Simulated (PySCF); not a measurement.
## Ionisation energy of Rh by level of theory

Rh [Kr] 4d8 5s1 (4F) → Rh⁺ [Kr] 4d8 (3F), as a difference of total energies. Calculation: PySCF 2.14, in def2-TZVP with the def2 core potential (28 electrons) (6s4p3d1f, 40 functions); a scalar-relativistic core potential. Correlated levels: valence: 4s2 4p6 frozen. The calculations carry no spin-orbit coupling.

```tsv
method	ionisation energy (eV)	error (eV)
UHF	6.309	-1.170
BP86	8.048	+0.569
r2SCAN	7.796	+0.317
MP2 (valence)	6.953	-0.526
SCS-MP2 (valence)	6.793	-0.686
```

Reference: 7.479 eV (measured; NIST levels, between the centres of gravity of the two terms).

Errors of the correlated levels include the incompleteness of this basis and the frozen core.
